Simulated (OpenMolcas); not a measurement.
d3 ions of charge +3 down a group on the Zr site of Cs2ZrCl6

```json
{
  "Program": "OpenMolcas 26.06",
  "Method": "CASSCF",
  "Spin-orbit coupling": "RASSI with atomic mean-field integrals over the reference wave functions"
}
```

The d shell is active. Each dopant is a cluster with its nearest anions in model potentials and point charges, with no relaxation and no local charge compensation. Distances were set from a Shannon-type radius of the metal (high-spin where two are listed) plus a fixed donor radius (Cl 1.76 Å), in hosts weighted 0.65 to 0.35 with the host's distance in the model lattice. Ligand basis ANO-RCC-VDZP, DKH2 Hamiltonian. States (labels of O, the rotations of Oh). Energies in cm-1 above the lowest state or level, χT in cm3 K/mol; 10Dq and B are least-squares fits to the states below 45000 cm-1, weighted by degeneracy, with a free offset, and given where the rms deviation is under 5 % of |10Dq| (or 100 cm-1) and under 700 cm-1. Spin-only χT is S(S+1) / 2 for the spin of the ground state.

| Ion | Shell | R (Å) | Metal basis | Ground state | First state of that spin | 10Dq | B (rms of fit) | First gap with spin-orbit (degeneracies) | χT at 300 K | First state of another spin | Spin-only χT |
| --- | --- | --- | --- | --- | --- | --- | --- | --- | --- | --- | --- |
| Cr3+ | 3d3 | 2.4 | ANO-RCC-VTZP | 4A2 | 4T2 11325 |  |  | 11220 (4, 2) | 1.829 | 2E 18967 | 1.875 |
| Mo3+ | 4d3 | 2.448 | ANO-RCC-VTZP | 4A2 | 4T2 21091 | 20416 | 636 (242) | 13141 (4, 4) | 1.781 | 2E 13205 | 1.875 |

χT departs most from the spin-only value for Mo3+, by -0.094 cm3 K/mol.

Without dynamic correlation the repulsion within the d shell is too large (B by tens of per cent), so at a given field states of lower spin stand too high. Ligand-to-metal charge-transfer states are missing. With no ligand orbital active B as a rule stays too high, so bands that hang on it stand too high and its fall with covalency is understated. With metal d orbitals alone and no dynamic correlation the field as a rule comes out too small, by tens of per cent, by up to half for chloride and softer ligands (holds for Cr3+). The least metal-like active orbital is 78 % on the metal (Löwdin) and no ligand orbital is active, so the numbers are rough (holds for Mo3+). With metal d orbitals alone the field can be off either way by tens of per cent (holds for Mo3+). No measured value stands beside these numbers; the geometry was set by hand and not optimised.
